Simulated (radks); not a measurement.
The numbers below are computed, except where a source is named.
Effect of the nuclear size on neutral strontium, [Kr] 5s2. Code: a radial shooting solver on a logarithmic mesh with Libxc functionals. Model: Dirac Kohn-Sham, BLYP, spin-unpolarised, spherical densities, finite nucleus; Fermi nuclear charge, rms radius 4.224 fm. The rms radius is varied about that value; shifts are against it.

rms radius (fm)  total energy shift (eV)  density at nucleus (e/bohr^3)  1s1/2 shift (meV)  2s1/2 shift (meV)  3p1/2 shift (meV)  4s1/2 shift (meV)  4p1/2 shift (meV)
3.6411                            -0.214                      6.182e+04              -90.5              -9.32              0.163             -0.183              0.047
3.8185                            -0.152                      6.156e+04              -64.3              -6.62              0.116             -0.130              0.033
4.224                                  0                        6.1e+04              0.000              0.000              0.000              0.000              0.000
4.4436                            0.0880                      6.073e+04               37.3               3.84             -0.067              0.075             -0.019
5.1617                             0.404                      5.993e+04                171               17.6             -0.308              0.345             -0.088

Slopes of the eigenvalues against <r^2> in GHz/fm^2, as finite differences over the two radii next to the reference (eigenvalue slopes, not the field-shift constants of lines): 1s1/2 4750, 2s1/2 490, 3p1/2 -8.56, 4s1/2 9.59, 4p1/2 -2.46.
